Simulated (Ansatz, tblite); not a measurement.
Isomers of B₆Pt⁺ (doublet), found by a short tight-binding search and relaxed with r2SCAN-D4/def2-SVP in Ansatz.

In the def2 sets Pt takes a core potential; there is no spin–orbit coupling. The xTB rows come from tblite.

Run but left out: HF/def2-SVP, HF/def2-TZVP, r2SCAN-D4/def2-TZVP, LC-ωPBE/def2-TZVP, CCSD/def2-SVP, CCSD(T)/def2-SVP (B: ⟨S²⟩ 1.07 to 1.66, where a pure state has 0.75); MP2/def2-SVP, MP2/def2-TZVP (A: ⟨S²⟩ 0.98 to 1.03, where a pure state has 0.75); HF/def2-TZVP (C: ⟨S²⟩ 1.07, where a pure state has 0.75); HF/def2-SVP, HF/def2-TZVP, CCSD/def2-SVP, CCSD(T)/def2-SVP (D: ⟨S²⟩ 1.36 to 1.40, where a pure state has 0.75).

B: At PBE-D4/def2-SVP, PBE-D4/def2-TZVP, B97M-V/def2-TZVP, PBE0-D4/def2-SVP and others the charge 1 doublet is spin-contaminated (final ⟨S²⟩ up to 0.99, 0.75 for a pure state). D: At B97M-V/def2-TZVP, PBE0-D4/def2-SVP, PBE0-D4/def2-TZVP, ωB97X-V/def2-TZVP the charge 1 doublet is spin-contaminated (final ⟨S²⟩ up to 0.89, 0.75 for a pure state).

Other spin states weren't relaxed.

A:

```
atom   x (Å)   y (Å)   z (Å)
 Pt1   0.857  -1.185  -1.472
  B2   0.862  -0.024   0.167
  B3  -0.528  -0.420   1.294
  B4  -0.223   1.446  -0.030
  B5  -0.774  -1.041  -0.190
  B6  -0.560   0.307  -1.142
  B7   0.365   0.919   1.373
```

B:

Cartesian coordinates in Å:
```
Pt 0.502 0.481 1.890
B -1.280 -0.578 -0.425
B -0.149 -1.095 0.623
B -1.555 0.519 -1.512
B 1.137 0.546 -0.136
B 1.437 -0.809 0.685
B -0.093 0.936 -1.125
```

C:

```xyz
7

Pt    2.391   -0.534   -1.336
B    -0.677   -0.177   -0.587
B     0.525   -0.555   -1.584
B    -1.766    0.222    0.482
B     1.082   -0.021    0.043
B    -1.461    0.709    1.945
B    -0.094    0.355    1.037
```

D:

```xyz
7

Pt   -0.7947   -0.7123   -0.9786
B    -0.8069    1.5670   -0.6170
B    -0.8778    0.7719    0.7525
B     1.3236   -0.3720   -0.2032
B    -0.2284   -0.6074    1.2291
B     0.7093   -1.6549    0.4968
B     0.6749    1.0077   -0.6797
```

E:

Cartesian coordinates in Å:
```
Pt -1.163 0.506 1.974
B 1.354 0.732 -0.367
B 0.455 0.767 0.951
B 0.556 -0.681 -0.078
B -0.677 -0.836 -1.162
B 0.642 -0.003 -1.635
B -1.168 -0.486 0.316
```

**Question.** Estimate their order by electronic energy at PBE0-D4/def2-TZVP, counted from the lowest.

**Answer.** C (0.00) < E (0.13) < A (1.06) < D (1.15) < B (1.86), in eV.

**Question.** Do the other levels pick the same lowest one?

**Answer.** Not GFN1-xTB. Energies above each level's lowest (eV):

| level | A | B | C | D | E |
| --- | --- | --- | --- | --- | --- |
| GFN1-xTB | 1.78 | 1.42 | 1.08 | 0.00 | 1.76 |
| GFN2-xTB | 1.01 | 0.74 | 0.00 | 0.67 | 0.49 |
| PBE-D4/def2-SVP | 0.97 | 1.84 | 0.00 | 1.27 | 0.14 |
| PBE-D4/def2-TZVP | 1.05 | 1.80 | 0.00 | 1.21 | 0.14 |
| B97M-V/def2-TZVP | 1.00 | 1.82 | 0.00 | 1.01 | 0.14 |
| PBE0-D4/def2-SVP | 0.97 | 1.89 | 0.00 | 1.21 | 0.12 |
| PBE0-D4/def2-TZVP | 1.06 | 1.86 | 0.00 | 1.15 | 0.13 |
| ωB97X-V/def2-TZVP | 1.06 | 1.87 | 0.00 | 1.19 | 0.11 |
Point groups (tolerance 0.1 Å): A Cs, B Cs, C Cs, D C2v, E Cs. Lower isomers may exist. From def2-SVP to def2-TZVP the PBE0 values move by up to 0.09 eV, so results in the small set are rough.
